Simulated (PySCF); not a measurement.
**TiOCl₂: one-bond stretch**

Level of theory: PBE in PySCF with Ti def2-SVP, O def2-SVP, Cl def2-SVP; no relativity; density-fitted integrals.

Rigid scan from the singlet minimum (Ti–Cl 2.225 Å (×2), Ti–O 1.595 Å; Cl–Ti–Cl 125.8°, Cl–Ti–O 113.8° (×2)). Coordinate: the bond from Ti to the last atom (Cl) scaled, the rest fixed. Energies in kJ/mol from the minimum.

(1) Predict the curve at 0.92, 0.96, 1.00, 1.05, 1.12, 1.20, 1.35, 1.55, 1.80, 2.20.

Results:

(1) 
| scale of one bond | E (kJ/mol) | dipole size (D) |
| --- | --- | --- |
| 0.92 | 28.1 | 2.21 |
| 0.96 | 6.1 | 2.04 |
| 1.00 | 0.0 | 1.97 |
| 1.05 | 7.2 | 2.03 |
| 1.12 | 34.1 | 2.31 |
| 1.20 | 76.8 | 2.76 |
| 1.35 | 164.7 | 3.64 |
| 1.55 | 265.6 | – |
| 1.80 | 352.2 | – |
| 2.20 | 421.9 | – |

At long bonds a restricted determinant can lie too high, and another spin state can fall below this curve.

Other isomers or separated fragments may lie lower.
